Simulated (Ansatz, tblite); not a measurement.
Spin states of the cluster Be₂O₂ (the lowest singlet isomer of a short search), each relaxed with B3LYP-D4/def2-TZVP in Ansatz. Electronic energies in the gas phase.

The xTB rows come from tblite. LC-ωPBE has ω = 0.4 bohr⁻¹. B3LYP takes the VWN-RPA correlation. Correlated methods freeze 2 core orbitals. The structure comes from a short search, and lower isomers may exist.

Singlet geometry (D2h within 0.1 Å):

```csv
atom,x (Å),y (Å),z (Å)
Be1,-0.111,-0.823,-0.248
Be2,0.111,0.823,0.248
O3,0.966,0.083,-0.710
O4,-0.966,-0.083,0.711
```

Triplet geometry (C2v within 0.1 Å):

```tsv
atom	x (Å)	y (Å)	z (Å)
Be1	-0.392	0.876	0.284
Be2	0.294	-0.814	-0.503
O3	-0.909	-0.550	0.389
O4	1.006	0.488	-0.171
```

Quintet geometry (D2h within 0.1 Å):

```xyz
4

Be    0.625    0.537    0.969
Be   -0.625   -0.537   -0.969
O    -0.427    0.855   -0.198
O     0.427   -0.855    0.198
```

⟨S²⟩: triplet 2.01 at PBE0-D4/def2-TZVP (pure 2.00), quintet 6.03 at PBE0-D4/def2-TZVP (pure 6.00).

Run but left out: HF/STO-3G, HF/def2-TZVP, MP2/def2-TZVP (triplet: a determinant that CCSD turns far, T1 0.071); HF/def2-TZVPP, MP2/def2-TZVPP, CCSD/def2-TZVPP, CCSD(T)/def2-TZVPP (flagged by the program: other roots); HF/STO-3G, HF/def2-TZVP, HF/def2-TZVPP, MP2/def2-TZVP, MP2/def2-TZVPP (quintet: a determinant that CCSD turns far, T1 0.058).

Only these spin states were relaxed. The quintet has other bonds than the singlet, so the gap mixes isomer and spin.

Estimate which spin state lies lowest at each of these levels, and by how much: GFN1-xTB; GFN2-xTB; LDA (SPW92)/def2-TZVP; PBE-D4/def2-TZVP; r2SCAN-D4/def2-TZVP; r2SCANh-D4/def2-TZVP; B3LYP-D4/def2-TZVP; PBE0-D4/def2-TZVP; LC-ωPBE/def2-TZVP; ωB97X-V/def2-TZVP; RPA@PBE/def2-TZVP.


```csv
level,triplet − singlet (kJ/mol),quintet − singlet (kJ/mol),lowest of these
GFN1-xTB,200.0,709.1,singlet
GFN2-xTB,250.8,715.7,singlet
LDA (SPW92)/def2-TZVP,269.0,648.3,singlet
PBE-D4/def2-TZVP,237.7,584.8,singlet
r2SCAN-D4/def2-TZVP,244.2,579.7,singlet
r2SCANh-D4/def2-TZVP,254.7,589.2,singlet
B3LYP-D4/def2-TZVP,265.5,616.9,singlet
PBE0-D4/def2-TZVP,267.9,609.0,singlet
LC-ωPBE/def2-TZVP,327.5,649.4,singlet
ωB97X-V/def2-TZVP,319.9,649.7,singlet
RPA@PBE/def2-TZVP,225.2,538.4,singlet
```

Change of the quintet − singlet gap on mixing in exact exchange, in kJ/mol: PBE to PBE0 (25 % exact exchange) 24.1; r2SCAN to r2SCANh (10 % exact exchange) 9.5. The xTB methods have no term that favours high spin, so they put low spin too low.
